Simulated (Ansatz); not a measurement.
`CB[SiH2]Cl` + HCl → `CBCl` + `[SiH3]Cl` at 500 K and 1 bar (cleavage of the B–Si bond).

Gas-phase electronic energies from Ansatz, PBE0-D4/def2-TZVP geometries. CCSD(T)/CBS adds triple-zeta CCSD(T) − MP2 to the extrapolated MP2 energy (def2 sets, frozen cores). This one scheme is used for every species. Each species was taken in one conformer, which may not be the lowest.

```tsv
species	CCSD(T)/CBS energy (Eh)	H − E (kJ/mol)	S (J/(mol·K))
`CB[SiH2]Cl`	-815.34006	220.2	410.4
HCl	-460.38127	32.5	201.9
`CBCl`	-525.07110	160.2	325.9
`[SiH3]Cl`	-750.69636	92.3	281.7
```

H − E and S are ideal-gas, rigid-rotor, harmonic terms from PBE0-D4/def2-TZVP, for one conformer and one mirror image of each species. 1 Eh = 2625.50 kJ/mol, R = 8.31446 J/(mol·K).

Task: By hand: ΔE, ΔH, ΔS and ΔG.

Result: ΔE = (-525.07110) + (-750.69636) − (-815.34006) − (-460.38127) = -0.04613 Eh = -121.1 kJ/mol. Δ(H − E) = 160.2 + 92.3 − 220.2 − 32.5 = -0.2, so ΔH = -121.3 kJ/mol. ΔS = 325.9 + 281.7 − 410.4 − 201.9 = -4.7 J/(mol·K). ΔG = -121.3 − 500 × (-4.7)/1000 = -119.0 kJ/mol.

Task: By hand: the equilibrium constant, and the temperature at which ΔG would vanish if ΔH and ΔS stayed fixed.

Result: log₁₀ K = −ΔG/(RT ln 10) = 12.4. ΔG = 0 at ΔH/ΔS = 25809 K, far beyond where these terms or the molecules hold.

The number of gas molecules stays the same, so ΔS is small and ΔH decides. A doubt of 5 kJ/mol in ΔE shifts log₁₀ K by 0.5 here. Other conformers and mirror images would add mixing entropy, several J/(mol·K) or more a flexible species. Modes under 60 cm⁻¹, often nearly free rotors, make the harmonic entropy too high. These are equilibria of isolated gas molecules and say nothing of rates. Largest T1 diagnostic: 0.011 (customary marks: 0.02 for closed shells, 0.045 for open ones).
